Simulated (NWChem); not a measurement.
Two isomers of C2H6ClFSi, each optimised at B3LYP/6-31G* with NWChem. Flexible species stand in one conformer each, which need not be the lowest. Pople sets run with spherical d functions.

A: Cl[C@H](F)C[SiH3]
B: F[Si](C)(Cl)C

Task: Which is lower in energy, by how much, and how do their other properties compare?

Result: B is lower by 98.7 kcal/mol in electronic energy; with zero-point energies, B − A = -95.6 kcal/mol.
|  | A | B |
|---|---|---|
| highest occupied level (eV) | -8.32 | -8.32 |
| orbital gap (eV) | 8.64 | 9.71 |
| dipole (D) | 2.33 | 2.76 |
| highest harmonic frequency (cm⁻¹) | 3124 | 3139 |
| zero-point energy (kcal/mol) | 46.7 | 49.8 |
